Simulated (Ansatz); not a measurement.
Species: sum formula H₂SiO₃Cl, net charge 0, doublet state. It need not be the lowest isomer of its formula. SMILES: Cl[Si](O)(O)[O]
Structure (B3LYP-D3(BJ)/def2-TZVP (Ansatz, an electronic-structure program) minimum search):
```
Si
O 1 1.6189
H 2 0.9608 1 118.11
O 1 1.6189 2 104.14 3 175.90
H 4 0.9608 1 118.11 2 -175.90
O 1 1.6497 2 115.33 3 48.50
Cl 1 2.0600 2 113.21 3 -60.72
```
Charge 0, spin multiplicity 2.

Property: atomisation energy (electronic, to ground-state atoms); the coupled-cluster value holds the core correlation from cc-pwCVTZ, in kJ/mol. Valence correlation only, unless marked. UHF or UKS for open shells. No spin-orbit coupling. No relativistic terms. Basis-set limits of correlation are two-point, X^-3; Hartree-Fock from the larger set (for Q and 5 zeta extrapolated as (X+1)exp(-9√X)).

Level to compare with: CCSD(T)/CBS(cc-pV(Q+d)Z,cc-pV(5+d)Z) plus the core term (Ansatz), 2715.9 kJ/mol. It is a level with limits of its own, and the differences hold the functionals' basis error too.

Question: Rank these functionals by how close they come to CCSD(T)/CBS(cc-pV(Q+d)Z,cc-pV(5+d)Z), closest first: LC-wPBE/def2-TZVPD (Ansatz); CAM-B3LYP/def2-TZVPD (Ansatz); B3LYP/def2-TZVPD (Ansatz).

Answer: CAM-B3LYP/def2-TZVPD (range-separated hybrid, 2671.1 kJ/mol, difference -44.8), LC-wPBE/def2-TZVPD (range-separated hybrid, 2663.0 kJ/mol, difference -52.9), B3LYP/def2-TZVPD (global hybrid, 2633.5 kJ/mol, difference -82.4)
